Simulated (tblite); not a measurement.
Species: C7H13 (doublet state).
SMILES with atom numbers: `[CH3:1][C@@H:2]1[CH2:3][CH2:4][CH:5][C@@H:6]1[CH3:7]` (hydrogens: H8, H9, H10 on C1; H11 on C2; H12, H13 on C3; H14, H15 on C4; H16 on C5; H17 on C6; H18, H19, H20 on C7)

Structure optimised with GFN2-xTB, isolated species. This method treats the open shell by occupation alone, without spin polarisation.

Question: List the bond lengths, angles and torsions at this level.

Answer: 
| bond | length (bohr) | order |
| --- | --- | --- |
| C1–C2 | 2.875 | single |
| C2–C3 | 2.898 | single |
| C3–C4 | 2.895 | single |
| C4–C5 | 2.796 | single |
| C5–C6 | 2.802 | single |
| C6–C7 | 2.912 | single |
| C2–C6 | 2.920 | single |
| C1–H8, C1–H9, C1–H10 | 2.055 | single |
| C2–H11 | 2.072 | single |
| C3–H12 | 2.062 | single |
| C3–H13 | 2.059 | single |
| C4–H14 | 2.080 | single |
| C4–H15 | 2.069 | single |
| C5–H16 | 2.028 | single |
| C6–H17 | 2.076 | single |
| C7–H18, C7–H19, C7–H20 | 2.054 | single |

Bonds in one row agree within 0.02 bohr and their mean is given. Orders are formal, as drawn. A selection of angles:
| angle | degrees |
| --- | --- |
| C2–C1–H8 | 111.2 |
| C2–C1–H10 | 109.8 |
| H8–C1–H9 | 108.7 |
| H8–C1–H10 | 108.1 |
| C1–C2–C3 | 113.4 |
| C1–C2–C6 | 115.9 |
| C1–C2–H11 | 108.3 |
| C3–C2–C6 | 103.7 |
| C3–C2–H11 | 108.0 |
| C6–C2–H11 | 107.1 |
| C2–C3–C4 | 104.0 |
| C2–C3–H12 | 109.7 |
| C2–C3–H13 | 112.2 |
| C4–C3–H12 | 109.9 |
| C4–C3–H13 | 112.9 |
| H12–C3–H13 | 108.2 |
| C3–C4–C5 | 103.6 |
| C3–C4–H14 | 110.3 |
| C3–C4–H15 | 112.9 |
| C5–C4–H14 | 110.9 |
| C5–C4–H15 | 112.9 |
| H14–C4–H15 | 106.2 |
| C4–C5–C6 | 112.4 |
| C4–C5–H16 | 123.8 |
| C6–C5–H16 | 123.7 |
| C5–C6–C7 | 111.1 |
| C5–C6–H17 | 111.7 |
| C7–C6–H17 | 106.6 |
| C2–C6–C5 | 102.7 |
| C2–C6–C7 | 114.0 |
| C2–C6–H17 | 110.8 |
| C6–C7–H18 | 110.5 |
| C6–C7–H19 | 109.5 |
| H18–C7–H19 | 108.4 |
| H18–C7–H20 | 109.2 |

Dihedral angles: C1–C2–C3–C4 -164° (antiperiplanar); C2–C3–C4–C5 29° (synperiplanar); C3–C4–C5–C6 -9° (synperiplanar); C4–C5–C6–C7 109° (anticlinal); C1–C2–C6–C5 156° (antiperiplanar).

The 5-membered ring C2–C3–C4–C5–C6 has internal angles of 102.7° to 112.4° (sum 526°, against 540° for a flat polygon); it is puckered, 0.16 Å rms from its mean plane, widest ring torsion 37°. Of the pairs four or more bonds apart, C7···H8 is among the closest relative to their van der Waals radii: 2.72 Å, 94 % of the sum of Bondi's values. The 7 C–C bonds span 1.480 Å (C4–C5, drawn single) to 1.545 Å (C2–C6, drawn single), a spread of 0.065 Å. C5 (carbon bonded to 2 C and H) is planar (angles 123.8°, 123.7° and 112.4°, sum 359.9°, 0.02 Å off the plane of its three neighbours).

Point group: C1 (no symmetry element, even within 0.4 Å). Its GFN2-xTB frequencies are all real (lowest 110 cm⁻¹). 2 starts were optimised and ended at 0.00 and 0.22 kcal/mol (GFN2-xTB); the lowest of these is shown.

One conformer stands for the species.

All values are computed, not measured.
